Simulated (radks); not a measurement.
Results of a calculation; reference values are marked as such.
Question: The zinc ion Zn+, [Ar] 3d10 4s1. Code: a radial shooting solver on a logarithmic mesh with Libxc functionals. Model: non-relativistic Kohn-Sham, r2SCAN, spin-polarised, spherical densities, point nucleus; meta-GGA in the generalised Kohn-Sham scheme. Every spin shell is full or empty, so the densities are truly spherical. Functionals are evaluated on that one density, not self-consistently. Rank these orbital-free kinetic functionals by their error against the exact value of the orbitals, and give that value: Thomas-Fermi, von Weizsacker, TF + vW, LC94, APBEK, revAPBEK, Perdew 92, Pearson, LKT, PG1, Ernzerhof.

Answer: Exact: 1777.86 hartree. From best to worst, with 100 (|E| - |E exact|)/|E exact| (equal figures are ties): APBEK +0.01, LC94 -0.08, revAPBEK +0.25, Ernzerhof -0.46, Perdew 92 -0.83, Pearson -1.27, Thomas-Fermi -6.33, PG1 +18.54, LKT +23.40, TF + vW +43.06, von Weizsacker -50.61.
